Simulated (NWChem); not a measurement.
# AlH2Cl; SMILES [AlH2][Cl]

```xyz
4

Al     0.0000     0.0000     1.0842
H      0.0000    -1.4007     1.8134
H      0.0000     1.4007     1.8134
Cl     0.0000     0.0000    -1.0229
```
Atoms are numbered in this order, from 1.

All runs: NWChem. Pople sets run with spherical d functions. Coordinates come from a PBE0/def2-SVP optimisation. GIAO values for the isolated, static molecule; σ is the absolute isotropic shielding, δ = σ(reference) − σ with the isolated reference molecule computed at the same levels (1H: tetramethylsilane).

For level PBE0/pcSseg-1:

```yaml
"σ Al1 (ppm)": 332.1
"δ H2 (ppm)": 5.03
```

What are these values for level B3LYP/6-31G*?

The σ Al1 (ppm) is 393.1 and the δ H2 (ppm) is 5.50.
